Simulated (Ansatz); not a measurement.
`Cc1ccc2ccccc2c1` and `Ic1ccc2ccccc2c1` differ in one atom or group.

Ansatz, PBE0-D4/def2-TZVP geometries, multiplicity 1. 

Elements past krypton have def2 core potentials.

```json
{"property": "HOMO energy (PBE0/def2-TZVPP) / eV", "`Cc1ccc2ccccc2c1`": "-6.22"}
{"property": "HOMO–LUMO gap (ωB97M-V/def2-TZVPP) / eV", "`Cc1ccc2ccccc2c1`": "8.99"}
{"property": "size of the dipole moment (ωB97M-V/def2-TZVPP) / D", "`Cc1ccc2ccccc2c1`": "0.48"}
{"property": "HOMO energy (PBE/def2-TZVPP) / eV", "`Cc1ccc2ccccc2c1`": "-5.36"}
{"property": "size of the dipole moment (PBE/def2-TZVPP) / D", "`Cc1ccc2ccccc2c1`": "0.53"}
{"property": "LUMO energy (B3LYP/def2-TZVPP) / eV", "`Cc1ccc2ccccc2c1`": "-1.22"}
```

Task: Give the same properties after the change, and the shifts. (Estimate.)

Result: The calculation gave: 
```
                                          property  `Ic1ccc2ccccc2c1`  shift
                HOMO energy (PBE0/def2-TZVPP) / eV              -6.46  -0.24
           HOMO–LUMO gap (ωB97M-V/def2-TZVPP) / eV               8.81  -0.18
size of the dipole moment (ωB97M-V/def2-TZVPP) / D               1.84   1.36
                 HOMO energy (PBE/def2-TZVPP) / eV              -5.57  -0.21
    size of the dipole moment (PBE/def2-TZVPP) / D               1.76   1.23
               LUMO energy (B3LYP/def2-TZVPP) / eV              -1.62  -0.40
```

With PBE0 the HOMO falls by 0.24 eV and the LUMO falls by 0.42 eV, so the gap narrows by about 0.18 eV. PBE moves the HOMO by -0.21 eV and ωB97M-V by -0.23 eV. Dipoles are sizes alone; their direction can turn.

B3LYP here is the variant with VWN-RPA as its local correlation; programs differ in this.

Spin–orbit coupling is left out; it splits and shifts lone-pair levels of the heavy atoms by tenths of an eV.
